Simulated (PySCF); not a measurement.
W(OH)3(H)3 (H6O3W), SMILES [OH][WH3]([OH])[OH], multiplicity 1. Coordinates come from a B3LYP-D3(BJ)/def2-SVP optimisation. The multiplicity is an assumed one; no other spin state was optimised. The structure was generated by enumeration; whether it is a known compound was not checked. The def2 effective core potentials stand for the cores of W; spin–orbit coupling is left out. The values are those of a single conformer.

Computed with PySCF 2.14.0 with B3LYP-D3(BJ)/def2-SVP.

Harmonic wavenumbers (cm⁻¹): 181, 181, 237, 309, 482, 482, 620, 621, 621, 690, 690, 710, 743, 868, 868, 1069, 1069, 1079, 2016, 2016, 2059, 3856, 3856, 3862. Rotational constants (GHz): 4.667, 4.667, 2.732; symmetry number 3.

Task: Work out the zero-point energy and the ideal-gas rigid-rotor harmonic-oscillator thermochemistry at 298.15 K and 1 atm.

Result: ZPE = ½ Σ hcν = ½ × 29182 cm⁻¹ = 174.55 kJ/mol. H − E(el) = 194.09 kJ/mol. Entropy in J/(mol K): translation 176.99, rotation 100.04, vibration 51.07, total 328.10. G − E(el) = 96.26 kJ/mol. Cp = 108.63 J/(mol K).
